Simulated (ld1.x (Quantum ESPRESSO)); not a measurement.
# Mo: variants of one ultrasoft potential

Base potential:

Mo, ultrasoft, made with ld1.x (Quantum ESPRESSO) 7.5 (LDA (PZ), scalar-relativistic). Core [Kr], reference 4d5 5s0 5p1. Waves: 5s (bound, empty): rcut 1.90, rcutus 2.60 bohr; 5s channel at 2.65 Ry: rcut 1.90, rcutus 2.60 bohr; 5p (bound): rcut 3.95, rcutus 4.60 bohr; 5p channel at 0.2 Ry: rcut 3.95, rcutus 4.60 bohr; 4d (bound): rcut 1.40, rcutus 1.55 bohr; 4d channel at 1.5 Ry: rcut 1.40, rcutus 1.55 bohr. Local part: all-electron potential smoothed inside 2.80 bohr (lloc = -1). Core correction: a·sin(br)/r model core inside 1.60 bohr. Augmentation charge: PSQ, inside the norm-conserving radii.

Cutoffs, loose and tight: the cutoffs (Ry, on a coarse ladder) from which the occupation-weighted sum of valence levels, in a spherical-Bessel basis at the reference potential, stays within 10 and 1 mRy of its value at 400 Ry. They do not see the model core or the augmentation charge, which bear on the density cutoff. Test errors are all-electron minus pseudo excitation energies from the reference, over the configurations 4d5 5s1 5p0; 4d5 5s0 5p0; 4d4 5s0 5p0; 4d2 5s0 5p0; 4d4 5s1 5p0; 4d4 5s1 5p1; 4d5.5 5s0.5 5p0 (two spin-polarised tests are not counted in the largest error). A dash means not determined; rows that change the core or the reference have their own tests. The largest error is taken over the tests solved by every variant that gives reliable tests at all: 4d2 5s0 5p0; 4d4 5s0 5p0; 4d5 5s0 5p0.

A true bound ghost makes a file unfit for plane-wave use even where its test errors are small: the radial tests pick states by their node count and pass the ghost by. Where a test does run into it, the solver fails or the error is huge.

Cutoffs are not given where the Bessel-basis levels miss the radial ones by over 6 mRy, ghosts where they miss by over 20 mRy; a channel whose overlap is not positive is not tested.

A file whose overlap is not positive is unfit for use, and its test errors describe a broken file.

```tsv
change	outcome	cutoff, loose	cutoff, tight	bound ghosts	largest test error (meV)
base	generated	40 Ry	70 Ry	s	-1267
waves 5p (bound): rcut 3.95, rcutus 4.84 bohr; 5p channel at 0.2 Ry: rcut 3.95, rcutus 4.84 bohr	generated	40 Ry	70 Ry	s	-1227
waves 5s (bound): rcut 1.90, rcutus 3.88 bohr; 5s channel at 2.65 Ry: rcut 1.90, rcutus 3.88 bohr	generated	40 Ry	70 Ry	none	-1267
local potential all-electron potential smoothed inside 4.56 bohr (lloc = -1)	generated, overlap not positive	–	–	not determined (overlap not positive)	-1287
fully relativistic	generated	40 Ry	70 Ry	s	-1265
waves 4d (bound): rcut 1.40, rcutus 2.20 bohr; 4d channel at 1.5 Ry: rcut 1.40, rcutus 2.20 bohr	failed: chargeps: negative rho	–	–	–	–
core [Ar] 3d10, valence charge 14; reference 4s2 4p6 4d5 5s0.5 5p0.5; waves now 4s (bound): rcut 1.50, rcutus 2.05 bohr; 5s (bound): rcut 1.50, rcutus 2.05 bohr; 4p (bound): rcut 0.45, rcutus 0.50 bohr; 5p (bound): rcut 0.45, rcutus 0.50 bohr; 4d (bound): rcut 0.50, rcutus 0.55 bohr; 4d channel at 1.5 Ry: rcut 0.50, rcutus 0.55 bohr; local potential all-electron potential smoothed inside 0.95 bohr (lloc = -1); core correction none	failed: chargeps: negative rho	–	–	–	–
```
